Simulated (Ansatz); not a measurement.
Pulling the pair apart

The pair of K⁺ (SMILES [K+], atom 1) and CH2O (SMILES C=O, atoms 2–5), both closed shells, in one local arrangement (a lower one may exist), relaxed at PBE0-D4/def2-TZVP:

| atom | x (Å) | y (Å) | z (Å) |
| --- | --- | --- | --- |
| K1 | -2.2283 | 0.3155 | -2.0055 |
| C2 | 0.5685 | -0.0805 | 0.5116 |
| O3 | -0.3234 | 0.0456 | -0.2913 |
| H4 | 1.6143 | -0.2093 | 0.1899 |
| H5 | 0.3688 | -0.0713 | 1.5951 |

CH2O is shifted rigidly along the line between the mean atom positions of the two fragments (negative: closer). Counterpoise interaction energies in kcal/mol. Ansatz 0.2.0; basis: def2-TZVPPD; cores frozen in the correlated methods. The outer core shell of Li, Na, Mg and K is correlated. The def2 sets are not built for correlating such inner shells, so the correlated values are less sure here. B3LYP uses VWN-RPA correlation.

```csv
shift (Å),B3LYP-D4,r2SCAN-D4,PBE-D4
-0.26,-16.54,-15.82,-15.38
-0.13,-18.79,-18.01,-17.64
0.00,-19.43,-18.58,-18.33
0.13,-19.18,-18.26,-18.13
0.31,-18.17,-17.09,-17.17
0.64,-16.32,-14.45,-15.09
1.29,-11.48,-10.10,-10.54
2.58,-6.04,-5.61,-5.59
```

What does CCSD(T) give at these shifts? (To be estimated.)

The calculation gives: -14.53, -17.11, -17.95, -17.81, -16.77, -14.11, -9.84, -5.50 kcal/mol. For zero shift, CCSD(T) at an estimated basis limit (MP2 extrapolated from triple and quadruple zeta, plus CCSD(T) − MP2 in triple zeta) gives -19.02 kcal/mol. These are counterpoise interaction energies, counted from the two frozen fragments.

T1 diagnostic: at most 0.014.

For scale, one of the runs: CCSD(T)/def2-TZVPPD, 147 basis functions, launched by `ansatz run in.yaml --threads 2 --pin off --events-out ev --progress --plain --max-ram 5222MiB`. Time: 19 s of wall clock on 2 CPU threads of an Arm Neoverse V1; the host was shared. Peak host memory: 0.94 GiB.
